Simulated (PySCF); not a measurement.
```xyz
4
charge 0 multiplicity 1, angstrom
Zr    0.0000    0.0995   -0.2251
O     0.0000   -0.4873    1.3938
H     1.5487   -0.6005   -1.0069
H    -1.5487   -0.6005   -1.0069
```

Level of theory: PySCF, PBE0, basis Zr def2-TZVP with ECP28, O def2-TZVP, H def2-TZVP (scalar-relativistic core potentials, no spin–orbit coupling, density fitting).

This geometry of H2ZrO is a stationary point at this level.

What is the point group?

Cs.

Is it a minimum?

Yes: all harmonic wavenumbers are real.

List the harmonic modes with their infrared intensities.


```csv
symmetry,ω (cm⁻¹),IR (km/mol),type
a',428,216,bend
a'',511,3.6,bend
a',596,124,bend
a',998,257,stretch
a'',1623,516,stretch
a',1661,189,stretch
```

Give the atomic charges and bond orders.


```
atom  Mulliken  Löwdin  polar tensor  Mayer order to Zr1
 Zr1      0.92    0.56          1.70                   –
  O2     -0.56   -0.30         -0.86                2.20
H3,4     -0.18   -0.13         -0.42                0.95
```

What is the atomisation energy, with and without zero-point energy?

1315 kJ/mol without, 1280 kJ/mol with.

Other isomers or separated fragments may lie lower.
